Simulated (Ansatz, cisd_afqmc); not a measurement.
System: H2SiO, charge 0, singlet. H2SiO (oxosilane, SMILES O=[SiH2]).
B3LYP-D3(BJ)/def2-TZVP minimum from Ansatz (a quantum-chemistry and plane-wave program):
```
Si
O 1 1.5195
H 1 1.4808 2 124.04
H 1 1.4808 3 111.91 2 180.00
```

Total energies in cc-pV(D+d)Z, 12 correlated electrons, 6 frozen orbitals. UHF or UKS for unpaired electrons; spin-orbit terms are left out. Correlated methods leave the cores frozen. No relativity. AFQMC/CISD: phaseless, guided by CISD from CCSD amplitudes; bars are statistical, one sigma. Outlying blocks are dropped, and bars are widened where a walk drifts. Over all cases where full CI ran beside it in this data, AFQMC minus full CI had a median of +0.1 mEh and passed +0.4 mEh in a tenth of the cases. The T1 diagnostic of H2OSi (O=[SiH2], singlet) reaches 0.025 in the sets run.

```
method         program         energy (Eh)  minus CCSDTQ (mEh)
----------  ----------  ------------------  ------------------
HF              Ansatz          -364.94045              316.06
MP2             Ansatz          -365.23056               25.96
CCSD            Ansatz          -365.24499               11.53
CCSD(T)         Ansatz          -365.25468                1.84
CCSDT(Q)        Ansatz          -365.25677               -0.25
CCSDTQ          Ansatz          -365.25652                0.00
AFQMC/CISD  cisd_afqmc  -365.2561 ± 0.0004           0.4 ± 0.4
```

Rough core times of Ansatz's runs on a shared machine: CCSD(T) under 20 s, CCSDT(Q) under 20 s, CCSDTQ 20 min.
